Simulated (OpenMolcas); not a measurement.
Rh5+ (d4) among equal point charges was computed by CASSCF with the d shell active (OpenMolcas, ANO-RCC-VDZP on the metal). Its lowest spin-free states, and all those of the highest spin:

```
2S+1  Degeneracy  E (cm-1)
   5           2       0.0
   5           1      3549
   5           2      4181
   3           2     19400
   3           1     19648
   3           2     21761
   3           1     22950
   3           2     23080
   3           2     23261
   3           1     23336
   3           1     25031
   3           2     25970
```

Problem. Is the site octahedral, tetrahedral or cube-like, axial, or of lower symmetry?

Solution. The states with 2S+1 = 5 have orbital degeneracies 2, 1, 2. There are pairs but no triples, so the site is axial: not cubic, but with a proper or improper axis of order three or more. The run had Rh5+ among 6 point charges of -1.36 e arranged as a trigonal antiprism (D3d), 1.97 Å from the ion, with a polar angle of 53.6° against the regular 54.74°.

An orbital doublet at a regular site is open to a Jahn-Teller distortion, which this geometry leaves out. Without dynamic correlation the repulsion within the d shell is too large (B by tens of per cent), so at a given field states of lower spin stand too high. Point charges give a weaker field than real ligands, and real ions of this kind are as a rule low spin; the high spin found here belongs to the model. The ground term spreads over less than 5000 cm-1, several times less than with real ligands, so orbital moments are less quenched and χT lies further from the spin-only value than at real sites. Point charges carry no covalency, so the field is a model and not that of real ligands. No measured value stands beside these numbers.
